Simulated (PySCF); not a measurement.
HfI3, neutral, multiplicity 2. Atoms are numbered in the order given.

```xyz
4

Hf     0.0000     0.0000     0.0000
I     -2.7066     0.0000     0.0000
I      1.3533     2.3440     0.0000
I      1.3533    -2.3440     0.0000
```
Charge 0, spin multiplicity 2.

Geometry: B3LYP-D3(BJ)/def2-SVP. The multiplicity is an assumed one; no other spin state was optimised. The isomer is the one that the SMILES or the coordinates give; other isomers of the formula were not compared. The def2 effective core potentials stand for the cores of Hf, I; spin–orbit coupling is left out.

All values below come from r2SCAN/def2-TZVP run with PySCF.

ESP charges are fitted to the potential on shells at 1.4 to 2.0 van der Waals radii. Atomic charges (e):

```csv
atom,Mulliken,ESP fit,Löwdin,Mulliken spin
Hf1,0.84,…,-0.39,1.11
I2,-0.28,…,0.13,-0.04
I3,-0.28,…,0.13,-0.04
I4,-0.28,…,0.13,-0.04
```

### Question
Fill in the missing entries. (An estimate is asked for; the answer gives what the named calculation found.)

### Answer

- Hf1, ESP fit: 0.18
- I2, ESP fit: -0.06
- I3, ESP fit: -0.06
- I4, ESP fit: -0.06
